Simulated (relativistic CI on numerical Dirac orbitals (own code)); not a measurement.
Electric-dipole lines of Nb⁴⁰⁺

Computed by Dirac equation for one electron, model QED (radiative potential, 1s self-energy scaled to tabulated hydrogen-like ionisation energies) (own radial code, finite nucleus).

Configurations in the expansion: 1s, 2s, 2p, 3s, 3p, 3d, 4s, 4p, 4d, 4f, 5s, 5p, 5d, 5f, 5g, 6s, 6p, 6d. Levels of other configurations are missing.

```tsv
λ vac (Å)	Lower	Upper	A (s⁻¹)	gf	Branching (%)
0.5953	1s ²S1/2 [1]	3p ²P°3/2 [8]	4.68e+14	9.95e-02	88.3
0.7029	1s ²S1/2 [1]	2p ²P°3/2 [4]	1.73e+15	5.13e-01	100.0
0.7084	1s ²S1/2 [1]	2p ²P°1/2 [2]	1.79e+15	2.69e-01	100.0
2.5659	2p ²P°3/2 [4]	5d ²D5/2 [22]	2.67e+13	1.58e-01	64.3
2.7886	2p ²P°1/2 [2]	4d ²D3/2 [12]	5.16e+13	2.41e-01	62.5
2.7903	2s ²S1/2 [3]	4p ²P°3/2 [13]	2.72e+13	1.27e-01	11.9
2.8729	2p ²P°3/2 [4]	4d ²D5/2 [15]	5.83e+13	4.33e-01	73.2
3.7286	2p ²P°1/2 [2]	3d ²D3/2 [7]	1.58e+14	1.32e+00	82.6
3.7316	2s ²S1/2 [3]	3p ²P°3/2 [8]	6.19e+13	5.17e-01	11.7
3.7774	2s ²S1/2 [3]	3p ²P°1/2 [5]	6.76e+13	2.89e-01	12.7
3.8718	2p ²P°3/2 [4]	3d ²D5/2 [9]	1.82e+14	2.45e+00	98.4
3.8874	2p ²P°3/2 [4]	3d ²D3/2 [7]	3.03e+13	2.74e-01	15.8
6.4473	3p ²P°3/2 [8]	6d ²D5/2 [30]	5.35e+12	2.00e-01	22.0
7.3800	3p ²P°1/2 [5]	5d ²D3/2 [19]	8.19e+12	2.68e-01	19.0
7.3835	3s ²S1/2 [6]	5p ²P°3/2 [20]	4.51e+12	1.47e-01	3.8
7.5482	3d ²D3/2 [7]	5f ²F°5/2 [21]	1.22e+13	6.26e-01	59.3
7.5486	3p ²P°3/2 [8]	5d ²D5/2 [22]	9.63e+12	4.94e-01	23.2
7.6014	3d ²D5/2 [9]	5f ²F°7/2 [24]	1.28e+13	8.90e-01	63.1
10.678	3p ²P°1/2 [5]	4d ²D3/2 [12]	1.65e+13	1.13e+00	20.0
10.685	3s ²S1/2 [6]	4p ²P°3/2 [13]	8.24e+12	5.64e-01	3.6
10.844	3s ²S1/2 [6]	4p ²P°1/2 [10]	9.16e+12	3.23e-01	4.0
11.008	3d ²D3/2 [7]	4f ²F°5/2 [14]	3.68e+13	4.01e+00	92.7
11.009	3p ²P°3/2 [8]	4d ²D5/2 [15]	1.99e+13	2.16e+00	24.9
11.062	3p ²P°3/2 [8]	4d ²D3/2 [12]	3.36e+12	2.46e-01	4.1
11.109	3d ²D5/2 [9]	4f ²F°7/2 [16]	3.89e+13	5.76e+00	99.2
11.135	3d ²D5/2 [9]	4f ²F°5/2 [14]	2.59e+12	2.88e-01	6.5
15.164	4p ²P°1/2 [10]	6d ²D3/2 [28]	2.03e+12	2.80e-01	8.0
15.455	4p ²P°3/2 [13]	6d ²D5/2 [30]	2.44e+12	5.24e-01	10.0
23.138	4p ²P°1/2 [10]	5d ²D3/2 [19]	3.40e+12	1.09e+00	7.9
23.152	4s ²S1/2 [11]	5p ²P°3/2 [20]	1.95e+12	6.26e-01	1.7
23.533	4s ²S1/2 [11]	5p ²P°1/2 [17]	2.18e+12	3.63e-01	1.9
23.766	4d ²D3/2 [12]	5f ²F°5/2 [21]	6.85e+12	3.48e+00	33.3
23.767	4p ²P°3/2 [13]	5d ²D5/2 [22]	4.17e+12	2.12e+00	10.1
23.894	4p ²P°3/2 [13]	5d ²D3/2 [19]	7.11e+11	2.43e-01	1.7
23.951	4f ²F°5/2 [14]	5g ²G7/2 [23]	1.17e+13	8.02e+00	96.0
23.952	4d ²D5/2 [15]	5f ²F°7/2 [24]	7.31e+12	5.03e+00	35.9
24.016	4d ²D5/2 [15]	5f ²F°5/2 [21]	4.89e+11	2.54e-01	2.4
24.038	4f ²F°7/2 [16]	5g ²G9/2 [25]	1.20e+13	1.04e+01	99.5
24.077	4f ²F°7/2 [16]	5g ²G7/2 [23]	4.28e+11	2.98e-01	3.5
24.291	4p ²P°3/2 [13]	5s ²S1/2 [18]	1.47e+12	2.60e-01	15.7
42.695	5p ²P°1/2 [17]	6d ²D3/2 [28]	1.01e+12	1.10e+00	4.0
42.719	5s ²S1/2 [18]	6p ²P°3/2 [29]	6.34e+11	6.94e-01	0.9
43.470	5s ²S1/2 [18]	6p ²P°1/2 [26]	7.15e+11	4.05e-01	1.1
43.759	5p ²P°3/2 [20]	6d ²D5/2 [30]	1.26e+12	2.16e+00	5.2
44.788	5p ²P°3/2 [20]	6s ²S1/2 [27]	6.05e+11	3.64e-01	9.9
```

Terms are leading LS components. Brackets give the number of a level in order of energy, since labels repeat. The list gives strong lines, with weight on those to low levels, without lines whose two gauges differ by over a factor of 2.5. Levels whose partners in the same complex of configurations lie outside the list can be far off, and so can their lines. Rates are taken at the computed energies, electric ones in the length gauge.

(1) From the table, what is the radiative lifetime of 5d ²D5/2?

Results:

(1) The listed rates from this level add up to about 4.05e+13 s⁻¹, 98 % of its decay; with all channels τ = 2.41e-14 s.
